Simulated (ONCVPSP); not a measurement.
Transferability test, ONCV potential for indium

| Property | Result |
| --- | --- |
| Element | In |
| Generator | ONCVPSP 4.0.1 |
| Type | optimised norm-conserving Vanderbilt (ONCV) |
| Functional | PBE |
| Relativity | fully relativistic |
| Frozen core | [Kr] |
| Valence charge | 13 |
| Reference configuration | 4d10 5s1.5 (charge +1.5) |
| Partial waves | 5s: rc 2.15 bohr, ncon 4, nbas 8, qcut 3.3 1/bohr, 2 projectors, debl 0.35 Ha; p scattering state at 0.11 Ha: rc 2.30 bohr, ncon 4, nbas 7, qcut 3.4 1/bohr, 2 projectors, debl 0.4 Ha; 4d: rc 1.00 bohr, ncon 4, nbas 7, qcut 10 1/bohr, 2 projectors, debl 1.9 Ha |
| Local potential | polynomial inside 0.75 bohr (lpopt 5, dvloc0 0 Ha) |
| Core correction | none |

Open shells are filled in proportion to 2j + 1.

In the s channel the program set the typed energies aside and used -0.706, 0.250 Ha. In the p channel the program set the typed energies aside and used 0.050, 0.450 Ha (j = l + 1/2; the other j can differ).

Energies are relative to the spin-unpolarised reference configuration 4d10 5s1.5; without spin polarisation the order of configurations can differ from experiment. Not all tests gave a result: 1 of 4 tests not solved or not reliable.

| valence configuration | charge | ΔE all-electron (eV) | error AE − PS (meV) |
| --- | --- | --- | --- |
| 4d10 5s2 | +1 | -8.524 | +2.2 |
| 4d10 5s1 | +2 | 10.711 | +3.7 |
| 4d9 5s0 | +4 | 95.414 | +136 |

Note: ghosts flagged at negative energy: s at -530.9 eV, p3/2 at -200.2 eV, p1/2 at -196.6 eV (a further GHOST(-) flag falls on a real empty level of the atom); GHOST(+) flagged for s at 19.9 eV. A true bound ghost makes a file unfit for plane-wave use.
